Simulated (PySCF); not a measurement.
**Ionisation energy of Mn⁺ by level of theory**

Mn⁺ [Ar] 3d5 4s1 (7S) → Mn²⁺ [Ar] 3d5 (6S), as a difference of total energies. Computed with PySCF 2.14 in 6-31G*, with no relativity, point nucleus. Correlated levels: valence: [Ar] frozen. The calculations carry no spin-orbit coupling.

```tsv
method	ionisation energy (eV)	difference from reference (eV)
UHF	14.557	-1.083
MN15	14.938	-0.702
TPSS	15.403	-0.237
MP2 (valence)	14.774	-0.866
SCS-MP2 (valence)	14.629	-1.011
```

Reference: 15.640 eV (measured; NIST Atomic Spectra Database, ionization energies).

These non-relativistic numbers lack the scalar-relativistic shift.

Errors of the correlated levels include the incompleteness of this basis and the frozen core.
